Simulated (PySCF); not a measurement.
C5H6Se. Atoms are numbered in the order given.

```xyz
12

C      0.8281    -2.2132     0.0000
C      0.0671    -1.1152     0.0000
C     -1.4485    -1.0846     0.0000
C     -1.9325     0.3320     0.0000
C     -1.0038     1.2917     0.0000
Se     0.7799     0.6601     0.0000
H      1.9192    -2.1697     0.0000
H      0.3654    -3.2044     0.0000
H     -1.8339    -1.6285    -0.8814
H     -1.8339    -1.6285     0.8814
H     -3.0023     0.5570     0.0000
H     -1.1920     2.3666     0.0000
```
Charge 0, spin multiplicity 1.

Geometry optimised at PBE0-D3(BJ)/def2-SVP. Other conformers were not sampled.

Level of theory: PBE0-D3(BJ)/def2-SVP (PySCF).

Frequencies are harmonic and unscaled.

### Question
Give all harmonic wavenumbers and intensities. (Estimate from the structure and the level; the computed values follow.)

### Answer

```tsv
mode	ν (cm⁻¹)	IR (km/mol)	moving atoms (share of kinetic energy)
1	45	0.2	C 59 %, H 35 %
2	304	0.0	C 50 %, H 27 %, Se 23 %
3	372	4.0	C 58 %, H 40 %
4	425	3.4	C 64 %, Se 26 %, H 10 %
5	448	11.3	C 76 %, H 22 %
6	557	5.4	C 69 %, H 18 %, Se 13 %
7	635	4.9	C 83 %, H 10 %
8	658	24.8	H 88 %, C 12 %
9	672	22.1	H 94 %
10	773	13.7	C 81 %, H 18 %
11	873	45.7	H 73 %, C 27 %
12	903	1.1	C 55 %, H 45 %
13	931	1.1	H 70 %, C 30 %
14	951	0.1	H 59 %, C 41 %
15	998	8.2	H 55 %, C 45 %
16	1098	2.3	H 94 %
17	1172	12.8	C 63 %, H 37 %
18	1174	0.7	H 91 %, C 9 %
19	1291	7.0	H 66 %, C 34 %
20	1328	5.5	C 51 %, H 49 %
21	1412	2.2	H 84 %, C 16 %
22	1418	5.8	H 91 %, C 9 %
23	1686	3.4	C 93 %
24	1717	59.4	C 92 %
25	3042	9.8	H 94 %
26	3084	3.8	H 91 %, C 9 %
27	3165	0.8	H 94 %
28	3212	1.1	H 92 %, C 8 %
29	3253	2.3	H 91 %, C 9 %
30	3267	1.2	H 89 %, C 11 %
```
